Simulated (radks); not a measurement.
Ar IV, 15 electrons, occupied as [Ne] 3s2 3p3 (the NIST ground configuration). Calculated with a radial shooting solver on a logarithmic mesh with Libxc functionals: Dirac Kohn-Sham, exchange-only PBE, spin-unpolarised, spherical densities, finite nucleus; open shells fill j = l - 1/2 first; Fermi nuclear charge, rms radius 3.4274 fm.

Normalised radial functions P(r) = r R(r) (large component), r in bohr:

r	2p3/2	3s1/2
0.003154	0.0018	0.0469
0.004485	0.0036	0.0649
0.006377	0.0072	0.0888
0.009067	0.0141	0.1197
0.013	0.0279	0.1587
0.01848	0.0537	0.2022
0.02628	0.1013	0.2449
0.03736	0.1857	0.2739
0.05355	0.3317	0.2661
0.07614	0.5542	0.1919
0.1083	0.8608	0.0280
0.154	1.2126	-0.2127
0.2207	1.5047	-0.4456
0.3138	1.5592	-0.4895
0.4461	1.2862	-0.2021
0.6344	0.7860	0.3622
0.9093	0.3140	0.8786
1.293	0.0742	0.9455
1.838	0.0082	0.5841
2.614	0.0003	0.2000
3.747	0.0000	0.0304

2p3/2: eigenvalue -276.02 eV, 0 radial nodes, <r> = 0.377 bohr, 90 % of the charge inside 0.624 bohr. 3s1/2: eigenvalue -64.323 eV, 2 radial nodes at r = 0.113, 0.512 bohr, <r> = 1.29 bohr, 90 % of the charge inside 1.92 bohr.
